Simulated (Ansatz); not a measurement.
Geometry optimisation, Ansatz 0.2.0, RHF/def2-SVP.

The input (input.yaml):

```yaml
crystal:
  periodic: [false, false, false]
  atoms:
    - { symbol: "N", position_ang: [-0.98878, 2.00946, 0.23372] }
    - { symbol: Zn, position_ang: [0.42279, 0.81383, 0.3405] }
    - { symbol: C, position_ang: [2.40093, 0.67157, 0.61786] }
    - { symbol: O, position_ang: [2.27964, 1.83618, 1.45041] }
    - { symbol: H, position_ang: [-1.51103, 1.96872, -0.63237] }
    - { symbol: H, position_ang: [-0.87513, 2.99003, 0.44965] }
    - { symbol: H, position_ang: [2.8299, -0.15352, 1.19062] }
    - { symbol: H, position_ang: [3.05044, 0.88183, -0.23545] }
    - { symbol: H, position_ang: [3.15475, 2.14742, 1.7141] }
basis:
  gaussian: { orbitals: def2-SVP }
hamiltonian:
  xc: hf
relax:
  f_tol: 0.015
  max_steps: 40
```

Launched with:

```bash
$ ansatz run input.yaml --threads 1 --pin off --max-ram 2048MiB --backend cpu --events-out ev --progress --plain --runs-dir out
```

**Question.** Where does it end, and by what steps?

**Answer.** The run converged. After 9 steps the energy has fallen by 0.483 eV; H9 moved furthest, 0.89 Å.

```csv
step,energy less start (eV),largest force component (eV/Å),accepted
0,0.0000,1.504,yes
1,-0.2341,0.691,yes
2,-0.3524,0.427,yes
3,-0.4103,0.524,yes
4,-0.4536,0.707,yes
5,-0.4237,1.436,no
6,-0.4731,0.167,yes
7,-0.4808,0.130,yes
8,-0.4824,0.026,yes
9,-0.4825,0.007,yes
```

```xyz
9
Properties=species:S:1:pos:R:3
N -1.178 2.010 -0.008
Zn 0.551 1.496 0.339
C 2.428 0.912 0.736
O 2.992 1.881 1.599
H -1.735 1.682 -0.774
H -1.633 2.802 0.406
H 2.443 -0.081 1.204
H 3.016 0.823 -0.187
H 3.880 1.642 1.814
```

Whether the end is a true minimum wasn't checked by a vibrational analysis.

Time of the run: 43 s on 1 thread of Intel(R) Xeon(R) Platinum 8259CL CPU @ 2.50GHz (Skylake/Cascade Lake), on a shared host, peak memory 0.23 GiB.
